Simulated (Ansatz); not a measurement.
Calculated with Ansatz (gas phase, PBE0-D4/def2-TZVP geometries, no zero-point term in ΔE). CCSD(T)/CBS adds triple-zeta CCSD(T) − MP2 to the extrapolated MP2 energy (def2 sets, frozen cores). This one scheme is used for every species. DFT in def2-TZVPP. B3LYP here is the variant with VWN-RPA as its local correlation; programs differ in this. HSE06 is defined as in plane-wave codes. One conformer a species, not always the lowest.

Consider the ligand exchange at a B–S bond: `[SiH3]BS[SiH3]` + CH₃SH → `CSB[SiH3]` + `[SiH3]S`.

`[SiH3]BS[SiH3]`:

Z-matrix (Å, degrees):
```
Si
B 1 2.010
H 1 1.491 2 109.7
H 1 1.491 2 109.6 3 117.7
H 1 1.488 2 112.9 3 -121.1
S 2 1.774 1 119.7 3 121.5
H 2 1.198 1 120.9 3 -58.5
Si 6 2.159 2 99.8 1 -180.0
H 8 1.484 6 107.4 2 179.9
H 8 1.482 6 109.5 2 60.4
H 8 1.482 6 109.5 2 -60.5
```

CH₃SH:

Z-matrix (Å, degrees):
```
C
S 1 1.806
H 1 1.089 2 111.5
H 1 1.089 2 111.5 3 -123.8
H 1 1.090 2 106.2 3 118.1
H 2 1.342 1 97.1 3 61.9
```

`CSB[SiH3]`:

Cartesian coordinates in Å:
```
C -2.188 0.089 1.013
S -0.438 -0.373 1.056
B 0.260 0.144 -0.459
Si 2.213 -0.207 -0.768
H -2.396 0.764 1.843
H -2.793 -0.811 1.127
H -2.418 0.577 0.069
H -0.431 0.689 -1.269
H 2.930 1.077 -1.010
H 2.867 -0.895 0.379
H 2.393 -1.054 -1.982
```

`[SiH3]S`:

Cartesian coordinates in Å:
```
Si 0.388 -0.331 0.136
S -0.908 1.359 0.319
H -0.371 -1.606 0.139
H 1.270 -0.263 1.325
H 1.203 -0.263 -1.104
H -1.583 1.105 -0.815
```

Is it downhill or uphill in electronic energy at CCSD(T)/CBS, and by how much? (An estimate is asked.)

The calculation gave: Downhill: ΔE = -0.17 eV.

What do these levels give: PBE-D4, HSE06-D4, PBE-QIDH, PBE, revPBE, BLYP, B3LYP, CAM-B3LYP, MP2/def2-TZVPP, CCSD(T)/def2-TZVPP, MP2/def2-QZVPP, SCS-MP2/def2-QZVPP? (Best estimate.)

The calculation gave: PBE-D4 -0.21, HSE06-D4 -0.19, PBE-QIDH -0.18, PBE -0.22, revPBE -0.21, BLYP -0.21, B3LYP -0.20, CAM-B3LYP -0.19, MP2/def2-TZVPP -0.17, CCSD(T)/def2-TZVPP -0.17, MP2/def2-QZVPP -0.17, SCS-MP2/def2-QZVPP -0.16 eV.

Largest T1 diagnostic among the species: 0.015.

In def2-TZVPP, CCSD(T) changes the Hartree–Fock value by −0.04 eV (the triples alone add −0.01 eV) and MP2 by −0.04 eV. Leaving LDA and LC-ωPBE aside and taking each functional with its dispersion term where it has one, the values, not all of them listed here, spread over 0.06 eV, from B97M-V to BHLYP-D4.
